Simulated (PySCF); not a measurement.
## Vertical excitation energies

Compound: C4H6F2OS2.
InChI=1S/C4H6F2OS2/c5-3(6)7-4-8-1-2-9-4/h3-4H,1-2H2

Computed, not measured: TDDFT CAM-B3LYP/def2-SVPD, vertical, gas phase, core orbitals frozen in the response (PySCF 2.14.0, density-fitted response routines). One conformer (not necessarily the lowest) at the PBE0-D3(BJ)/def2-SVP geometry, without solvent, vibrations or thermal averaging.

```tsv
state	E (eV)	λ (nm)	ν̃ (cm⁻¹)	f	main configurations (H = HOMO, L = LUMO)
S1	5.09	243.5	41080	0.0043	H→L (78%)
S2	5.53	224.1	44620	0.0001	H-1→L (58%), H→L+2 (13%), H→L+3 (11%)
S3	6.46	192.0	52070	0.0050	H→L+1 (72%), H→L+2 (10%)
S4	6.52	190.1	52590	0.011	H→L+2 (45%), H→L+1 (11%), H→L+3 (9%)
S5	6.82	181.8	55010	0.033	H→L+3 (36%), H→L+4 (21%), H-1→L+1 (14%)
S6	6.93	178.9	55890	0.011	H→L+4 (29%), H→L+3 (22%), H→L+2 (11%)
```

The lowest singlet lies at 5.09 eV (243 nm, ultraviolet) and is very weak; its leading configuration is HOMO→LUMO (78%). The most intense listed level is S5 at 6.82 eV (182 nm, f = 0.033), 1.73 eV above S1. Löwdin shares by element: HOMO sulfur 76%, carbon 11% or more; LUMO sulfur 66%, carbon 14% or more (atoms not listed hold the other 20%). Orbital energies (eV): HOMO-3 -11.07, HOMO-2 -10.21, HOMO-1 -8.98, HOMO -8.29, LUMO 0.51, LUMO+1 1.02, LUMO+2 1.18. The oscillator strengths of these states sum to 0.065; summed over the whole spectrum of an exact calculation they would give the number of electrons, 88 (Thomas–Reiche–Kuhn). Weighted by f, the mean energy of these states is 6.64 eV. Singlets were solved by full linear response.
